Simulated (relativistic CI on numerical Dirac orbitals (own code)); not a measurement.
**Slater and spin-orbit integrals, Yb⁺**

Calculated at this level of theory: Dirac-Coulomb-Breit CI, orbitals from a KLI potential per configuration, model QED (radiative potential, 1s self-energy scaled to tabulated hydrogen-like ionisation energies), valence Slater integrals scaled by 0.85, P86 correlation energy added to each configuration (own radial code, finite nucleus).

Slater integrals F^k, G^k are unscaled and averaged over j, outside the closed core [Xe]; ζ comes from projecting the Hamiltonian with its Breit term on Σ l·s of the shell.

- 4f¹³6s²: ζ(4f) = 2914.9 cm⁻¹; <r>(4f) = 0.7321, <r^2>(4f) = 0.7045 (bohr units).
- 4f¹⁴5d: ζ(5d) = 159.6 cm⁻¹; <r>(5d) = 2.939, <r^2>(5d) = 10.67 (bohr units).
- 4f¹³6s5d: ζ(4f) = 2926.6, G^3(4f,6s) = 2395.7, F^2(4f,5d) = 21373, F^4(4f,5d) = 9838.2, G^1(4f,5d) = 9925.5, G^3(4f,5d) = 7654.4, G^5(4f,5d) = 5731.4, G^2(6s,5d) = 22687, ζ(5d) = 694.33 cm⁻¹; <r>(4f) = 0.7348, <r^2>(4f) = 0.713, <r>(6s) = 3.451, <r^2>(6s) = 13.42, <r>(5d) = 2.57, <r^2>(5d) = 8.047 (bohr units).

In this model ζ of a weakly bound d, f or g electron outside closed shells comes out too small, for d by up to a factor of two or three and at times with the wrong sign; that of an outer p electron is too small as well.

Correlation outside the listed configurations is missing or only estimated: errors of thousands of cm⁻¹ between configurations and terms are usual at this charge. Rates and lifetimes follow the computed energies and can be off by large factors. The fine structure of a lone outer electron comes out too small, for d and f at times inverted, and misplaced configurations move strength between like terms. 5 of the 16 excited levels that our extract of the measured tables holds in this range could be paired (the sources list more); they are missed by 9774 cm⁻¹ on average and 22046 at most, and levels without a partner can miss by more. The computed lowest level isn't the tabulated ground level, which NIST ASD gives as 4f14 6s 2S1/2.

Averages of the first 9 configurations, taken without configuration mixing, which lowers the lowest level and can move excited configurations by several eV; other configurations of the list can lie among them:

```
Configuration  Parity  States  Average energy above the lowest level (eV)
       4f¹⁴6s    even       2                                         0.1
      4f¹³6s²     odd      14                                         0.5
       4f¹⁴5d    even      10                                         2.8
     4f¹³6s5d     odd     280                                         1.6
       4f¹⁴6p     odd       6                                         3.4
     4f¹³6s6p    even     168                                         4.0
       4f¹⁴6d    even      10                                         7.2
       4f¹⁴7s    even       2                                         6.2
       4f¹⁴7p     odd       6                                         7.4
```
